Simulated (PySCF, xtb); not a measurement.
C3H6BFO2, SMILES CCC(=O)B(O)F. One conformer was computed; it need not be the lowest.

Harmonic wavenumbers (cm⁻¹) from GFN2-xTB in xtb 6.7.1 at its own minimum, in rising order: 14, 58, 116, 153, 199, 255, 318, 522, 533, 596, 667, 728, 794, 925, 955, 1030, 1036, 1110, 1201, 1217, 1299, 1347, 1405, 1435, 1484, 1495, 1743, 2953, 2970, 3043, 3052, 3057, 3555.

Question: What does PBE-D3(BJ)/def2-SVP run with PySCF give at its own minimum? (Estimate from the structure and the level; the computed values follow.)

Answer: 18, 76, 140, 178, 269, 325, 334, 419, 560, 571, 642, 720, 777, 953, 974, 985, 1006, 1086, 1202, 1281, 1338, 1352, 1367, 1413, 1419, 1427, 1721, 2952, 2984, 2986, 3074, 3079, 3694. Paired by order, the mean absolute difference is 35 cm⁻¹ and the zero-point energies are 59.0 and 59.1 kcal/mol.
